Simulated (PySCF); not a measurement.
C8H14OSi, SMILES CC(C)(C)[SiH2]c1ccco1, GFN2-xTB optimised geometry.

```
24

C     -2.73    -2.71    -1.62
C     -1.79    -1.51    -1.56
C     -0.91    -1.50    -2.82
C     -2.62    -0.23    -1.52
Si    -0.69    -1.63     0.01
C      0.58    -0.25     0.00
C      1.95    -0.25     0.00
C      2.36     1.10     0.00
C      1.22     1.83     0.00
O      0.14     1.03     0.00
H     -2.16    -3.64    -1.67
H     -3.37    -2.75    -0.74
H     -3.36    -2.65    -2.50
H     -0.25    -0.63    -2.82
H     -1.54    -1.44    -3.71
H     -0.31    -2.40    -2.88
H     -1.99     0.65    -1.47
H     -3.29    -0.22    -0.66
H     -3.24    -0.15    -2.42
H     -1.53    -1.51     1.21
H      0.05    -2.89     0.02
H      2.58    -1.12     0.00
H      3.37     1.48     0.00
H      1.04     2.89     0.00
```

Density from B3LYP/def2-SVP (PySCF 2.14.0) at that geometry.

Minimum of the electron density along straight lines between bonded atoms, close to the bond critical point (lines longer than 1.1 times the sum of covalent radii, or with two minima, are not listed):

```tsv
bond	length / Å	ρ at the minimum / e bohr⁻³	∇²ρ there / e bohr⁻⁵	position (fraction from the first atom)
C1–C2	1.529	0.243	-0.54	0.51
C2–C3	1.530	0.242	-0.54	0.50
C2–C4	1.530	0.242	-0.54	0.50
C2–Si5	1.921	0.113	0.28	0.62
Si5–C6	1.873	0.113	0.38	0.38
C6–C7	1.369	0.324	-0.83	0.51
C7–C8	1.412	0.295	-0.71	0.50
C8–C9	1.362	0.328	-0.85	0.48
C6–O10	1.356	0.278	0.10	0.33
C9–O10	1.339	0.293	0.06	0.33
C1–H11	1.088	0.277	-1.01	0.62
C1–H12	1.088	0.277	-1.01	0.62
C1–H13	1.090	0.275	-1.00	0.62
C3–H14	1.088	0.278	-1.02	0.62
C3–H15	1.090	0.275	-1.00	0.62
C3–H16	1.088	0.277	-1.01	0.62
C4–H17	1.088	0.279	-1.03	0.63
C4–H18	1.088	0.277	-1.01	0.62
C4–H19	1.090	0.275	-0.99	0.62
Si5–H20	1.468	0.116	0.33	0.49
Si5–H21	1.467	0.116	0.34	0.49
C7–H22	1.071	0.287	-1.11	0.63
C8–H23	1.071	0.286	-1.11	0.63
C9–H24	1.073	0.291	-1.17	0.65
```
